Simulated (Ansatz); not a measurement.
Wavefunction ladder for tetramethyl orthosilicate (TMOS)

```json
{"atom": "C1", "x (Å)": "1.649", "y (Å)": "1.133", "z (Å)": "1.794"}
{"atom": "O2", "x (Å)": "1.440", "y (Å)": "0.525", "z (Å)": "0.539"}
{"atom": "Si3", "x (Å)": "0.000", "y (Å)": "0.000", "z (Å)": "0.000"}
{"atom": "O4", "x (Å)": "-1.051", "y (Å)": "1.183", "z (Å)": "-0.368"}
{"atom": "C5", "x (Å)": "-0.924", "y (Å)": "2.047", "z (Å)": "-1.476"}
{"atom": "O6", "x (Å)": "0.278", "y (Å)": "-0.833", "z (Å)": "-1.367"}
{"atom": "C7", "x (Å)": "1.269", "y (Å)": "-1.827", "z (Å)": "-1.509"}
{"atom": "O8", "x (Å)": "-0.667", "y (Å)": "-0.874", "z (Å)": "1.196"}
{"atom": "C9", "x (Å)": "-1.993", "y (Å)": "-1.353", "z (Å)": "1.191"}
{"atom": "H10", "x (Å)": "1.129", "y (Å)": "2.094", "z (Å)": "1.860"}
{"atom": "H11", "x (Å)": "2.720", "y (Å)": "1.307", "z (Å)": "1.914"}
{"atom": "H12", "x (Å)": "1.301", "y (Å)": "0.490", "z (Å)": "2.608"}
{"atom": "H13", "x (Å)": "-1.810", "y (Å)": "2.683", "z (Å)": "-1.515"}
{"atom": "H14", "x (Å)": "-0.851", "y (Å)": "1.483", "z (Å)": "-2.410"}
{"atom": "H15", "x (Å)": "-0.040", "y (Å)": "2.686", "z (Å)": "-1.382"}
{"atom": "H16", "x (Å)": "2.258", "y (Å)": "-1.437", "z (Å)": "-1.253"}
{"atom": "H17", "x (Å)": "1.057", "y (Å)": "-2.692", "z (Å)": "-0.872"}
{"atom": "H18", "x (Å)": "1.275", "y (Å)": "-2.154", "z (Å)": "-2.550"}
{"atom": "H19", "x (Å)": "-2.147", "y (Å)": "-2.088", "z (Å)": "0.394"}
{"atom": "H20", "x (Å)": "-2.708", "y (Å)": "-0.536", "z (Å)": "1.055"}
{"atom": "H21", "x (Å)": "-2.185", "y (Å)": "-1.835", "z (Å)": "2.151"}
```

Charge 0, multiplicity 1. Geometry: relaxed with PBE0-D4/def2-TZVP. It is one conformer, not always the lowest. Frozen core, restricted reference, Ansatz 0.2.0. CBS rows extrapolate triple and quadruple zeta; past MP2 they add the triple-zeta difference.

| basis | HF (Eh) | MP2 corr. | CCSD corr. | (T) | CCSD(T) total |
| --- | --- | --- | --- | --- | --- |
| def2-SVP | -746.55903 | -1.38273 | -1.46487 | -0.03597 | -748.05987 |
| def2-TZVPP | -747.23070 | -1.74699 | -1.80801 | -0.06652 | -749.10523 |
| def2-QZVPP | -747.26317 | -1.87750 | – | – | – |
| CBS(def2) | -747.26764 | -1.97418 | -2.03520 | as TZ | -749.36936 |
